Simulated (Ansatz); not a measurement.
Conformers of C$_{5}$H$_{14}$N$_{2}$ (`CN(C)CCCN`), each relaxed with PBE0-D4/def2-TZVP in Ansatz. CBS adds the triple-zeta coupled-cluster correction to the MP2 limit.

Not all of them had a frequency check.

Conformer A:

```xyz
21

C    -0.939    0.815    1.960
N    -0.119    0.256    0.910
C     0.960   -0.525    1.470
C    -0.928   -0.514   -0.022
C    -0.237   -0.870   -1.329
C     0.167    0.338   -2.173
N     1.270    1.143   -1.678
H    -1.710    1.457    1.529
H    -1.440    0.039    2.569
H    -0.325    1.422    2.628
H     1.628   -0.877    0.684
H     0.596   -1.406    2.031
H     1.545    0.093    2.154
H    -1.810    0.090   -0.259
H    -1.302   -1.437    0.463
H     0.639   -1.504   -1.150
H    -0.939   -1.486   -1.903
H    -0.706    0.992   -2.284
H     0.419    0.001   -3.184
H     1.096    1.361   -0.702
H     2.133    0.613   -1.713
```

Conformer B:

Cartesian coordinates in Å:
```
C 1.575 -0.439 1.525
N 0.675 0.653 1.256
C 1.362 1.822 0.769
C -0.484 0.280 0.470
C -0.243 -0.153 -0.973
C -1.532 -0.528 -1.699
N -2.244 -1.696 -1.208
H 2.312 -0.129 2.272
H 1.018 -1.286 1.933
H 2.133 -0.792 0.640
H 2.092 2.153 1.513
H 1.906 1.662 -0.179
H 0.647 2.634 0.615
H -0.992 -0.526 1.011
H -1.173 1.135 0.469
H 0.443 -1.009 -1.002
H 0.245 0.657 -1.526
H -2.225 0.321 -1.667
H -1.311 -0.693 -2.758
H -2.567 -1.557 -0.260
H -1.637 -2.507 -1.200
```

Question: Which is lowest in electronic energy at CCSD(T)/CBS (frozen core, def2 sets), and by how much? (An estimate is asked.)

Answer: Computed: A; B lies 10.3 kJ/mol higher.

Question: Give the energies relative to A (kJ/mol) with PBE0-D4/def2-TZVPP, ωB97X-V/def2-TZVPP, r2SCAN/def2-TZVPP, B3LYP/def2-TZVPP, MP2/def2-TZVPP, CCSD(T)/def2-TZVPP, MP2/CBS(def2). (An estimate is asked.)

Answer: Ansatz gave: 
```json
{"level": "PBE0-D4/def2-TZVPP", "B": "10.5"}
{"level": "ωB97X-V/def2-TZVPP", "B": "10.0"}
{"level": "r2SCAN/def2-TZVPP", "B": "9.9"}
{"level": "B3LYP/def2-TZVPP", "B": "7.3"}
{"level": "MP2/def2-TZVPP", "B": "13.0"}
{"level": "CCSD(T)/def2-TZVPP", "B": "11.9"}
{"level": "MP2/CBS(def2)", "B": "11.4"}
```

B3LYP here is the variant with VWN-RPA as its local correlation; programs differ in this.
